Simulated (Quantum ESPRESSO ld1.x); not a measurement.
Results of a calculation; reference values are marked as such.
Pt I, configuration [Xe] 4f14 5d9 5f1 (not the ground configuration). Level of theory: non-relativistic Kohn-Sham, LDA (Slater exchange, VWN5 correlation), spin-polarised, spherical densities, point nucleus; open shells are filled with parallel spins first; relativity is left out, which matters for an element this heavy (ld1.x of Quantum ESPRESSO 7.5). Some entries of the table are withheld. Estimate them.

orbital  occ.  eigenvalue (hartree)  <r^2> (bohr^2)
1s up       1              -2613.31       0.0005040
1s down     1              -2613.31       0.0005040
2s up       1              -435.074        0.007850
2s down     1              -435.072        0.007850
2p up       3              -418.177        0.005791
2p down     3              -418.174        0.005791
3s up       1              -101.491         0.04875
3s down     1              -101.490         0.04875
3p up       3              -93.5253         0.04490
3p down     3              -93.5240         0.04490
3d up       5              -78.6165         0.03464
3d down     5              -78.6147         0.03464
4s up       1              -21.3277          0.2352
4s down     1              -21.3253          0.2352
4p up       3              -17.9144          0.2417
4p down     3              -17.9119          0.2417
4d up       5              -11.6368          0.2561
4d down     5              -11.6338          0.2560
4f up       7              -3.25596          0.3073
4f down     7              -3.25188          0.3068
5s up       1              -3.17748           1.245
5s down     1              -3.15893           1.244
5p up       3              -2.11253           1.500
5p down     3              -2.09278           1.499
5d up       5                   (1)           3.097
5d down     4                   (2)           3.135
5f up       1              -0.01714             (3)
5f down     0              -0.01350             (4)

Answer. 
(1) 5d up eigenvalue (hartree): -0.49890
(2) 5d down eigenvalue (hartree): -0.47917
(3) 5f up <r^2> (bohr^2): 317.8
(4) 5f down <r^2> (bohr^2): 347.2
